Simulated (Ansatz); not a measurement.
Gas-phase electronic energies from Ansatz, PBE0-D4/def2-TZVP geometries. CBS: MP2 limit from def2 TZ/QZ plus the TZ coupled-cluster correction, frozen cores. This one scheme is used for every species, atoms too. DFT in def2-TZVPP. B3LYP here is the variant with VWN-RPA as its local correlation; programs differ in this. HSE06 is defined as in plane-wave codes. Open shells (•) are unrestricted, without spin–orbit coupling. Spin–orbit coupling would lower the free atoms: a little for C, F. One conformer a species, not always the lowest.

`CC(F)(F)CC(F)F` → 4 C• + 4 F• + 6 H•  (atomization)

```json
{"level": "LDA (SPW92)", "ΔE (kJ/mol)": "6681.1", "difference from CCSD(T)/CBS": "1005.6"}
{"level": "PBE-D4", "ΔE (kJ/mol)": "5863.4", "difference from CCSD(T)/CBS": "187.9"}
{"level": "revPBE-D4", "ΔE (kJ/mol)": "5680.0", "difference from CCSD(T)/CBS": "4.5"}
{"level": "BLYP-D4", "ΔE (kJ/mol)": "5674.5", "difference from CCSD(T)/CBS": "-1.0"}
{"level": "r2SCAN-D4", "ΔE (kJ/mol)": "5708.2", "difference from CCSD(T)/CBS": "32.7"}
{"level": "PBE0-D4", "ΔE (kJ/mol)": "5716.0", "difference from CCSD(T)/CBS": "40.5"}
{"level": "B3LYP-D4", "ΔE (kJ/mol)": "5656.1", "difference from CCSD(T)/CBS": "-19.4"}
{"level": "r2SCANh-D4", "ΔE (kJ/mol)": "5659.3", "difference from CCSD(T)/CBS": "-16.2"}
{"level": "r2SCAN0-D4", "ΔE (kJ/mol)": "5589.4", "difference from CCSD(T)/CBS": "-86.1"}
{"level": "HSE06-D4", "ΔE (kJ/mol)": "5720.9", "difference from CCSD(T)/CBS": "45.4"}
{"level": "BHLYP-D4", "ΔE (kJ/mol)": "5445.8", "difference from CCSD(T)/CBS": "-229.7"}
{"level": "CAM-B3LYP-D4", "ΔE (kJ/mol)": "5717.6", "difference from CCSD(T)/CBS": "42.1"}
{"level": "ωB97X-V", "ΔE (kJ/mol)": "5697.6", "difference from CCSD(T)/CBS": "22.1"}
{"level": "ωB97M-V", "ΔE (kJ/mol)": "5700.1", "difference from CCSD(T)/CBS": "24.6"}
{"level": "B2PLYP", "ΔE (kJ/mol)": "5615.0", "difference from CCSD(T)/CBS": "-60.5"}
{"level": "PBE-QIDH", "ΔE (kJ/mol)": "5659.3", "difference from CCSD(T)/CBS": "-16.2"}
{"level": "PBE", "ΔE (kJ/mol)": "5837.0", "difference from CCSD(T)/CBS": "161.5"}
{"level": "revPBE", "ΔE (kJ/mol)": "5588.4", "difference from CCSD(T)/CBS": "-87.1"}
{"level": "BLYP", "ΔE (kJ/mol)": "5615.6", "difference from CCSD(T)/CBS": "-59.9"}
{"level": "r2SCAN", "ΔE (kJ/mol)": "5701.3", "difference from CCSD(T)/CBS": "25.8"}
{"level": "B3LYP", "ΔE (kJ/mol)": "5614.5", "difference from CCSD(T)/CBS": "-61.0"}
{"level": "r2SCANh", "ΔE (kJ/mol)": "5652.1", "difference from CCSD(T)/CBS": "-23.4"}
{"level": "HSE06", "ΔE (kJ/mol)": "5700.6", "difference from CCSD(T)/CBS": "25.1"}
{"level": "BHLYP", "ΔE (kJ/mol)": "5417.6", "difference from CCSD(T)/CBS": "-257.9"}
{"level": "CAM-B3LYP", "ΔE (kJ/mol)": "5695.6", "difference from CCSD(T)/CBS": "20.1"}
{"level": "LC-ωPBE", "ΔE (kJ/mol)": "5712.3", "difference from CCSD(T)/CBS": "36.8"}
{"level": "HF/def2-SVP", "ΔE (kJ/mol)": "4178.8", "difference from CCSD(T)/CBS": "-1496.7"}
{"level": "MP2/def2-SVP", "ΔE (kJ/mol)": "5566.9", "difference from CCSD(T)/CBS": "-108.6"}
{"level": "CCSD/def2-SVP", "ΔE (kJ/mol)": "5382.4", "difference from CCSD(T)/CBS": "-293.1"}
{"level": "HF/def2-TZVPP", "ΔE (kJ/mol)": "4097.9", "difference from CCSD(T)/CBS": "-1577.6"}
{"level": "MP2/def2-TZVPP", "ΔE (kJ/mol)": "5692.6", "difference from CCSD(T)/CBS": "17.1"}
{"level": "SCS-MP2/def2-TZVPP", "ΔE (kJ/mol)": "5603.7", "difference from CCSD(T)/CBS": "-71.8"}
{"level": "CCSD/def2-TZVPP", "ΔE (kJ/mol)": "5442.8", "difference from CCSD(T)/CBS": "-232.7"}
{"level": "CCSD(T)/def2-TZVPP", "ΔE (kJ/mol)": "5536.4", "difference from CCSD(T)/CBS": "-139.1"}
{"level": "HF/def2-QZVPP", "ΔE (kJ/mol)": "4102.9", "difference from CCSD(T)/CBS": "-1572.6"}
{"level": "MP2/def2-QZVPP", "ΔE (kJ/mol)": "5774.1", "difference from CCSD(T)/CBS": "98.6"}
{"level": "SCS-MP2/def2-QZVPP", "ΔE (kJ/mol)": "5692.1", "difference from CCSD(T)/CBS": "16.6"}
{"level": "HF/CBS(def2)", "ΔE (kJ/mol)": "4103.7", "difference from CCSD(T)/CBS": "-1571.8"}
{"level": "MP2/CBS(def2)", "ΔE (kJ/mol)": "5831.6", "difference from CCSD(T)/CBS": "156.1"}
{"level": "CCSD/CBS(def2)", "ΔE (kJ/mol)": "5581.8", "difference from CCSD(T)/CBS": "-93.7"}
{"level": "CCSD(T)/CBS", "ΔE (kJ/mol)": "5675.5", "difference from CCSD(T)/CBS": "0"}
```

Largest T1 diagnostic among the species: 0.011.

The D4 term adds +41.7 kJ/mol with B3LYP and +22.1 kJ/mol with PBE0; it sums over pairs of atoms, weighted by their polarisabilities, and B3LYP, whose exchange is more repulsive, gets the larger term. In def2-TZVPP, CCSD(T) changes the Hartree–Fock value by +1438.5 kJ/mol (the triples alone add +93.6 kJ/mol) and MP2 by +1594.7 kJ/mol; breaking electron pairs costs correlation energy, which Hartree–Fock lacks.

For atomizations the MP2-based limit and the directly extrapolated one differ by several kJ/mol either way, and by 10 to 25 for some Ge, Se and Sn compounds, so smaller differences from it don't rank the levels.
